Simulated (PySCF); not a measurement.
Cl2GeH4OSi, SMILES Cl[SiH](Cl)[O][GeH3].

Coordinates come from a r2SCAN-D4/def2-SVP optimisation. The structure was generated by enumeration, and PubChem lists no compound with its InChIKey, so it may never have been made. One conformer was computed; it need not be the lowest.

The numbers are results of ωB97X/def2-TZVP (PySCF), not measurements.

- total energy: -3364.79017 hartree
- highest occupied level: -11.40 eV
- lowest empty level: 1.77 eV
- orbital gap: 13.16 eV
- dipole moment: 1.91 D
- quadrupole, principal values (traceless, Buckingham form, about the centre of nuclear charge): -3.72, -2.90, 6.62 D·Å
- mean static polarisability: 76.0 bohr³ (11.27 Å³)
- polarisability, principal values: 68.2, 78.9, 81.0 bohr³
